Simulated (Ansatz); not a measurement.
Z-matrix (Å, degrees):
```
C
C 1 1.514
H 1 1.092 2 111.1
H 1 1.091 2 110.7 3 -120.5
H 1 1.094 2 110.2 3 120.0
S 2 1.819 1 113.4 3 57.3
H 2 1.090 1 111.4 3 179.2
H 2 1.092 1 111.2 3 -60.5
B 6 1.815 2 102.3 1 79.6
O 9 1.367 6 120.7 2 -178.2
O 9 1.361 6 120.5 2 2.3
H 10 0.959 9 114.3 6 0.8
H 11 0.962 9 111.5 6 179.0
```

Total charge 0; spin multiplicity 1.

Task: List the PBE0/def2-TZVPP orbital energies in eV (Ansatz). (An estimate is asked.)

Result: The calculation gave: Occupied: -2421.93, -523.11, -523.03, -278.96, -277.90, -217.30, -186.00, -161.14, -161.04, -160.96, -29.30, -28.39, -22.35, -19.61, -16.94, -15.96, -15.34, -13.01, -12.50, -11.72, -11.31, -10.94, -10.71, -10.19, -9.51, -9.39, -8.58, -6.96. Lowest empty: 0.62, 0.81, 1.36, 1.91, 2.34, 2.66, 2.89, 3.13.
